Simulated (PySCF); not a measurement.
B(Cl)(Me)(Et) (C₃H₈BCl), SMILES CCB(C)Cl.

Coordinates come from a r2SCAN-D4/def2-SVP optimisation. Other conformers were not sampled.

Two levels are set side by side: TDDFT-PBE/def2-SVPD (PySCF) and TDDFT-B3LYP/def2-SVPD (PySCF). Vertical, same geometry. The lowest singlet is HOMO→LUMO 100 % with PBE and HOMO→LUMO 99 % with the other functional; states are paired by order. Differences are taken from unrounded values.

| quantity | TDDFT-B3LYP |
|---|---|
| lowest singlet excitation (eV) | 5.67 |
| lowest triplet excitation (TDA) (eV) | 5.35 |
| first bright state (f over 0.05) (eV) | 7.35 |
| its oscillator strength | 0.12 |

What does TDDFT-PBE give, and how far is it from TDDFT-B3LYP? (Estimate from the structure and the level; the computed values follow.)


```
quantity                               TDDFT-PBE  TDDFT-PBE minus TDDFT-B3LYP
-------------------------------------  ---------  ---------------------------
lowest singlet excitation (eV)              5.24                        -0.43
lowest triplet excitation (TDA) (eV)        4.91                        -0.44
first bright state (f over 0.05) (eV)       6.74                        -0.61
its oscillator strength                     0.07                        -0.05
```

Functionals without exact exchange tend to place singlet excitations lower, as here. Differences between two approximate levels are no errors against the true value.

Rough cost on one machine, each run with all the roots and properties that it gave: TDDFT-B3LYP against TDDFT-PBE about 4 times.
